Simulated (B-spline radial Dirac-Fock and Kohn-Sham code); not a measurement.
## Auger decay of the K hole in Cu⁴⁺

System: the Cu⁴⁺ ion in the configuration [Ar] 3d7, inside a Watson sphere of charge -4 and radius 2.4 Å (a model of the Madelung potential; inside it an electron's potential energy is raised by 24.0 eV).

These are calculated numbers from a radial finite-basis atomic code; the model is a relativistic independent-particle model: LDA orbitals of the hole state, radiative multipoles to third order, Auger rates from the Coulomb interaction with a continuum orbital, Dirac-Fock energies. Kinetic energies are configuration averages from the vacuum level; the two-hole energies are estimated from single-hole states.

```tsv
transition	kinetic energy (eV)	width (meV)	share (%)
K-L1L1	6644.5	51.0	6.2
K-L1L2	6797.8	60.2	7.4
K-L1L3	6818.4	108	13.2
K-L2L2	6926.6	11.0	1.3
K-L2L3	6952.7	264	32.4
K-L3L3	6971.9	146	17.9
K-L1M1	7664.9	14.3	1.7
K-L1M2	7712.0	8.32	1.0
K-L1M3	7715.0	14.8	1.8
K-L2M1	7811.2	7.23	0.9
K-L3M1	7831.2	12.9	1.6
K-L2M2	7860.4	2.88	0.4
K-L2M3	7861.9	31.4	3.8
K-L3M2	7879.0	31.3	3.8
K-L3M3	7882.7	35.1	4.3
K-M2M3	8748.9	3.76	0.5
```

For K holes below about Z = 40 intermediate coupling redistributes the KLL shares among these jj groups. The listed channels hold 98 % of the non-radiative rate. Summed by principal shells, of 0.817 eV in all: KLL 78.3 %, KLM 20.3 %, KMM 1.3 %.
